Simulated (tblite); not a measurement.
Compound: glutaryl dichloride, C₅H₆Cl₂O₂.
Numbering: `[O:1]=[C:2]([Cl:3])[CH2:4][CH2:5][CH2:6][C:7](=[O:8])[Cl:9]` (hydrogens: H10, H11 on C4; H12, H13 on C5; H14, H15 on C6)

The geometry is computed with GFN2-xTB (gas phase).

(1) What internal coordinates does the optimisation give?

Results:

(1) 
```json
{"bond": "O1=C2, C7=O8", "length (pm)": "118.3"}
{"bond": "C2–Cl3, C7–Cl9", "length (pm)": "177.4"}
{"bond": "C2–C4, C6–C7", "length (pm)": "149.3"}
{"bond": "C4–C5, C5–C6", "length (pm)": "152.9"}
{"bond": "C4–H10 and 3 like bonds", "length (pm)": "109.2"}
{"bond": "C5–H12, C5–H13", "length (pm)": "109.0"}
```

Bonds in one row agree within 1 pm and their mean is given. A selection of angles:
```json
{"angle": "O1–C2–Cl3", "degrees": "119.9"}
{"angle": "O1–C2–C4", "degrees": "128.7"}
{"angle": "Cl3–C2–C4", "degrees": "111.4"}
{"angle": "C2–C4–C5", "degrees": "111.3"}
{"angle": "C4–C5–C6", "degrees": "112.1"}
{"angle": "C5–C6–C7", "degrees": "112.6"}
```

Torsions: O1–C2–C4–C5 -1° (synperiplanar); C2–C4–C5–C6 -178° (antiperiplanar); C4–C5–C6–C7 -67° (synclinal); C5–C6–C7–O8 1° (synperiplanar). The mirror-image conformer, all signs reversed, is as good.

Of the pairs four or more bonds apart, O8···H10 is among the closest relative to their van der Waals radii: 2.44 Å, 90 % of the sum of Bondi's values. The 4 C–C bonds span 1.492 Å (C2–C4, drawn single) to 1.529 Å (C4–C5, drawn single), a spread of 0.037 Å.

Point group: C1 (no symmetry element, even within 0.4 Å). Its GFN2-xTB frequencies are all real (lowest 29 cm⁻¹). The numbers are those of one conformer.
